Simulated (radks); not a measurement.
Results of a calculation; reference values are marked as such.
Charge is removed step by step from the 4d5/2 level of Pt3+, starting from [Kr] 4d(3/2: 4, 5/2: 6) 4f14 5s2 5p6 5d7. Level of theory: Dirac Kohn-Sham, LDA (Slater exchange, Perdew-Wang correlation), spin-unpolarised, spherical densities, finite nucleus; open shells fill j = l - 1/2 first; Fermi nuclear charge, rms radius 5.427 fm (a radial shooting solver on a logarithmic mesh with Libxc functionals).

| removed (e) | E - E(0) (eV) | eigenvalue (eV) | E minus straight line (eV) |
|---|---|---|---|
| 0 | 0.000 | -334.51 | 0.000 |
| 0.1 | 33.592 | -337.34 | -1.302 |
| 0.2 | 67.468 | -340.19 | -2.320 |
| 0.3 | 101.63 | -343.06 | -3.051 |
| 0.4 | 136.08 | -345.95 | -3.495 |
| 0.5 | 170.82 | -348.86 | -3.648 |
| 0.6 | 205.85 | -351.79 | -3.510 |
| 0.7 | 241.18 | -354.74 | -3.078 |
| 0.8 | 276.80 | -357.70 | -2.350 |
| 0.9 | 312.72 | -360.69 | -1.324 |
| 1 | 348.94 | -363.69 | 0.000 |

Removing the whole electron costs 348.94 eV by Delta-SCF, against 334.51 eV from minus the eigenvalue at the starting occupation. Slater's transition state (half an electron removed) gives 348.86 eV. Integrating minus the eigenvalue over the occupation (Janak's theorem) gives 348.94 eV. The mean slope of the eigenvalue, de/dn, is 29.2 eV per electron.
